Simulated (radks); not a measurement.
Os40+, 36 electrons, occupied as [Kr].

All-electron calculation, scalar-relativistic Kohn-Sham, SCAN, spin-polarised, spherical densities, finite nucleus; meta-GGA in the generalised Kohn-Sham scheme; Fermi nuclear charge, rms radius 5.4126 fm. Program: a radial shooting solver on a logarithmic mesh with Libxc functionals.

Energy parts (eV):
part                       energy
total                  -442340.31
kinetic                 493086.30
electron-nucleus      -1024727.01
Hartree                  96573.55
exchange-correlation     -7273.15

Orbitals (lengths in bohr, moments of r in powers of bohr; r(max) is where P^2 peaks; r(90%) holds 90 % of the orbital's charge):
orbital  occ.  eigenvalue (eV)   r(max)  <1/r>  r(90%)      <r>
1s          2        -75769.64  0.01103  90.42  0.0323  0.01774
2s          2        -14736.67  0.06333  21.21   0.116  0.07482
2p          6        -13067.39  0.05218  19.07   0.110  0.06722
3s          2        -4782.762   0.1775  7.968   0.280   0.1914
3p          6        -4287.722   0.1759  7.332   0.285   0.1914
3d         10        -3748.466   0.1431  6.908   0.267   0.1728
4s          2        -2191.181   0.3811  3.797   0.549   0.3886
4p          6        -2006.651   0.3926  3.547   0.570   0.4001

The highest occupied level is 4p at -2006.7 eV. The density falls to 0.001 e/bohr^3 at r = 1.01 bohr. For comparison, the ionisation energy in NIST's Atomic Spectra Database is 1996 eV (theoretical). In exact Kohn-Sham theory the highest level is minus the ionisation energy, but local and semilocal functionals leave it too shallow, through self-interaction and a potential that decays too fast; potentials with the right tail come closer. The electron density at the nucleus is 1.791e+06 e/bohr^3 (large components only).
